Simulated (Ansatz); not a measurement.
Ga₇, relaxed as a doublet with UKS PBE-D4/def2-SVP in Ansatz, starting from the GFN1-xTB geometry. Force threshold 0.03 eV/Å.

The relaxation made no stability test and no search for a lower SCF solution. The structure comes from a short search, and lower isomers may exist.

Start:

| atom | x (Å) | y (Å) | z (Å) |
| --- | --- | --- | --- |
| Ga1 | -1.409 | 1.355 | 0.307 |
| Ga2 | -1.908 | -0.844 | -0.714 |
| Ga3 | 1.273 | -0.316 | 1.347 |
| Ga4 | 1.115 | 1.582 | -0.583 |
| Ga5 | 0.979 | 0.096 | -2.608 |
| Ga6 | -0.585 | -0.098 | 2.987 |
| Ga7 | 0.536 | -1.775 | -0.736 |

Estimate the energy that the relaxation releases and the steps that it takes.

110.3 kJ/mol, in 13 steps; 95 s on 4 threads of Arm Neoverse V2 on a shared host. No frequencies were taken in this run, so the end may be a saddle point.

Does the start keep its bonding?

Bonds formed: Ga1–Ga6, Ga2–Ga5, Ga2–Ga6, Ga6–Ga7 (atoms count from 1). The end is the same structure that another start reached, the lowest one found.

Predict the relaxed structure.


Cartesian coordinates in Å:
```
Ga -1.153 1.561 0.556
Ga -1.674 -0.539 -0.722
Ga 1.595 -0.043 1.246
Ga 1.118 1.660 -0.593
Ga 0.443 -0.174 -2.314
Ga -0.882 -0.655 2.036
Ga 0.552 -1.809 -0.208
```
Bond lengths (bridged metal pairs left out): 12 × Ga–Ga 2.51 to 2.90 Å.
